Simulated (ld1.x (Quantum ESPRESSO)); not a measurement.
# Pb (Z = 82): one change to an ultrasoft potential, before and after

ld1.x (Quantum ESPRESSO) 7.5 input, shortened:

```
&input
   title='Pb', zed=82., rel=1, dft='PBE', iswitch=3,
   config='[Xe] 4f14 5d10 6s2 6p2'
 /
 &inputp
   pseudotype=3, tm=.true., lloc=-1, rcloc=2.20,
   nlcc=.true., new_core_ps=.true., rcore=1.85,
   which_augfun='PSQ', rmatch_augfun_nc=.true.
 /
4
6S  1  0   2.00   0.00  1.90  2.10  0.0
6S  1  0   0.00   1.40  1.90  2.10  0.0
6P  2  1   2.00   0.00  2.00  2.50  0.0
6P  2  1   0.00   0.25  2.00  2.50  0.0
 &test
   configts(1)='6s2 6p2'
 /
```

Change: local potential all-electron potential smoothed inside 1.60 bohr (lloc = -1).

Cutoffs: the cutoffs (Ry, on a coarse ladder) from which the occupation-weighted sum of valence levels, in a spherical-Bessel basis at the reference potential, stays within 10 and 1 mRy of its value at 400 Ry; they do not see the model core or the augmentation charge, which bear on the density cutoff. Errors are all-electron minus pseudo energies relative to the spin-unpolarised reference configuration.

Question: How do hardness, ghosts and transferability respond?

Answer: The potential gets neither clearly harder nor softer (8 Ry and 10 Ry → 6 Ry and 18 Ry); a bound ghost appears in d, s, which as a rule spoils a file; the number of tests with a reliable result goes from 7 to 6 (the test run of the changed file stopped, so its transferability is not established); the errors of the 6 common tests hardly move; the range in which the s phases agree widens (upper end 3.6 → at the end of the scan); the range in which the p phases agree widens (upper end 3.8 → at the end of the scan). A state that the projectors do not describe sees the local part alone, so a deeper or shallower local part can create or remove a ghost.

```tsv
quantity	base	changed
cutoff, loose	8 Ry	6 Ry
cutoff, tight	10 Ry	18 Ry
bound ghosts	none	s, d
tests with a reliable result	7 of 7	6 of 7 (the test run stopped)
error for 6s2 6p1, meV [ΔE 6.58 eV]	-21	-21
error for 6s2 6p0, meV [ΔE 20.02 eV]	-146	-146
error for 6s1 6p0, meV [ΔE 52.43 eV]	-729	-729
error for 6s1 6p3, meV [ΔE 8.74 eV]	-36	-36
error for 6s2 6p1.5, meV [ΔE 2.49 eV]	-4.1	-4.1
error for 6s2 6p2.3, meV [ΔE -0.80 eV]	-0.1	-0.1
s: phases at 2.68 bohr within 0.05 rad from the reference energy up to (Ry; the scan ends near 5)	3.6	to the end of the scan
p: phases at 2.68 bohr within 0.05 rad from the reference energy up to (Ry; the scan ends near 5)	3.8	to the end of the scan
lowest overlap eigenvalue by channel	s 0.41, p 0.50	s 0.34, p 0.40
```

 A true bound ghost makes a file unfit for plane-wave use even where its test errors are small: the radial tests pick states by their node count and pass the ghost by.
